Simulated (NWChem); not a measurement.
System: C₃H₇In; SMILES [CH](=C)[InH][CH3]

Here is an NWChem input.

```
start job
memory heap 200 mb stack 900 mb global 1100 mb
geometry units angstroms noautoz
  In    -0.307891     0.297019     0.002718
  H     -2.047396     0.202666    -0.000137
  C      0.737369     2.193470     0.002145
  H      0.403775     2.808481     0.851974
  H      0.502347     2.747034    -0.920312
  H      1.826194     2.058438     0.065282
  C      0.723000    -1.595314     0.002250
  C      0.055890    -2.757833    -0.000721
  H      1.820485    -1.642760     0.004577
  H      0.566173    -3.731086    -0.000944
  H     -1.040561    -2.803162    -0.003116
end
basis spherical
  * library def2-svp
end
ecp
  In library def2-ecp
end
dft
  xc b3lyp
  iterations 150
  mulliken
end
task dft energy
```

Parts of the log:

```
             Northwest Computational Chemistry Package (NWChem) 7.3.0
             --------------------------------------------------------

 C1  symmetry detected

                             Geometry "geometry" -> ""
                             -------------------------

 Output coordinates in angstroms (scale by  1.889725989 to convert to a.u.)

  No.       Tag          Charge          X              Y              Z
 ---- ---------------- ---------- -------------- -------------- --------------
    1 In                  49.0000    -0.25109117     0.28329434     0.00043533
    2 H                    1.0000    -1.99158400     0.20939141    -0.00293252
    3 C                    6.0000     0.81638666     2.16732854    -0.00074388
    4 H                    1.0000     0.48977577     2.78664338     0.84867196
    5 H                    1.0000     0.58817863     2.72315460    -0.92355147
    6 H                    1.0000     1.90352936     2.01954019     0.06281058
    7 C                    6.0000     0.75748721    -1.62102434     0.00123955
    8 C                    6.0000     0.07676062    -2.77562363    -0.00136833
    9 H                    1.0000     1.85433796    -1.68136499     0.00394328
   10 H                    1.0000     0.57556930    -3.75480691    -0.00094341
   11 H                    1.0000    -1.02014661    -2.80806375    -0.00409361

 Effective nuclear repulsion energy (a.u.)     318.0431028199

                                 NWChem DFT Module
                                 -----------------

 Summary of "ao basis" -> "ao basis" (spherical)
 ------------------------------------------------------------------------------
       Tag                 Description            Shells   Functions and Types
 ---------------- ------------------------------  ------  ---------------------
 In                         def2-svp                10       26   4s4p2d
 H                          def2-svp                 3        5   2s1p
 C                          def2-svp                 6       14   3s2p1d

            General Information
            -------------------
          SCF calculation type: DFT
          Wavefunction type:  closed shell.
          No. of atoms     :    11
          No. of electrons :    46
           Alpha electrons :    23
            Beta electrons :    23
          Charge           :     0
          Spin multiplicity:     1
          Use of symmetry is: off; symmetry adaption is: off
          Maximum number of iterations: 150
          AO basis - number of functions:   103
                     number of shells:    49
          Convergence on energy requested:  1.00D-06
          Convergence on density requested:  1.00D-05
          Convergence on gradient requested:  5.00D-04

              XC Information
              --------------
                         B3LYP Method XC Potential
                     Hartree-Fock (Exact) Exchange  0.200
                        Slater Exchange Functional  0.800 local
                    Becke 1988 Exchange Functional  0.720 non-local
              Lee-Yang-Parr Correlation Functional  0.810
                  VWN I RPA Correlation Functional  0.190 local

             Grid Information
             ----------------
          Grid used for XC integration:  medium
          Radial quadrature: Mura-Knowles
          Angular quadrature: Lebedev.
          Tag              B.-S. Rad. Rad. Pts. Rad. Cut. Ang. Pts.
          ---              ---------- --------- --------- ---------
          In                  1.55      123          11.0       590
          H                   0.35       45          14.0       434
          C                   0.70       49          13.0       434
          Grid pruning is: on
          Number of quadrature shells:   585
          Spatial weights used:  Erf1

      Superposition of Atomic Density Guess
      -------------------------------------

 Sum of atomic energies:        -334.41968654

      Non-variational initial energy
      ------------------------------

 Total energy =    -307.402896
 1-e energy   =    -824.490552
 2-e energy   =     348.306675
 HOMO         =      -0.291360
 LUMO         =      -0.033825

     ---------------------------------------------
      Total Density - Mulliken Population Analysis
     ---------------------------------------------

    Atom       Charge   Shell Charges
 -----------   ------   -------------------------------------------------------
    1 In  21    20.10   2.60 -0.60  0.79  0.36  3.23  2.77  0.70  0.20  9.69  0.37
    2 H    1     1.19   0.66  0.52  0.01
    3 C    6     6.72   1.99  0.97  0.31  2.11  1.33  0.01
    4 H    1     0.88   0.66  0.19  0.03
    5 H    1     0.88   0.66  0.19  0.03
    6 H    1     0.88   0.66  0.19  0.03
    7 C    6     6.50   1.99  1.00  0.37  1.97  1.14  0.03
    8 C    6     6.16   1.99  0.97  0.28  1.93  0.95  0.03
    9 H    1     0.90   0.67  0.20  0.03
   10 H    1     0.91   0.67  0.21  0.02
   11 H    1     0.90   0.67  0.20  0.02

   convergence    iter        energy       DeltaE   RMS-Dens  Diis-err
 ---------------- ----- ----------------- --------- --------- ---------
 d= 0,ls=0.0,diis     1   -308.5425253323 -4.77D+02  9.25D-03  2.74D-01
 d= 0,ls=0.0,diis     2   -308.5687671789 -2.62D-02  3.68D-03  1.02D-01
 d= 0,ls=0.0,diis     3   -308.5772171084 -8.45D-03  1.58D-03  4.55D-02
 d= 0,ls=0.0,diis     4   -308.5832417192 -6.02D-03  4.23D-04  2.76D-03
 d= 0,ls=0.0,diis     5   -308.5836105275 -3.69D-04  9.73D-05  2.02D-04
  Resetting Diis
 d= 0,ls=0.0,diis     6   -308.5836356820 -2.52D-05  3.48D-05  1.24D-05
 d= 0,ls=0.0,diis     7   -308.5836372945 -1.61D-06  2.04D-05  1.17D-06
 d= 0,ls=0.0,diis     8   -308.5836370812  2.13D-07  1.23D-05  2.58D-06
 d= 0,ls=0.0,diis     9   -308.5836374723 -3.91D-07  9.62D-07  1.45D-08

[...]
```

Level: B3LYP/def2-SVP with def2 effective core potentials on In. Structure relaxed at the PBE0/def2-SVP level. Not confirmed as a minimum by frequencies. def2 effective core potentials on In; no spin-orbit coupling.
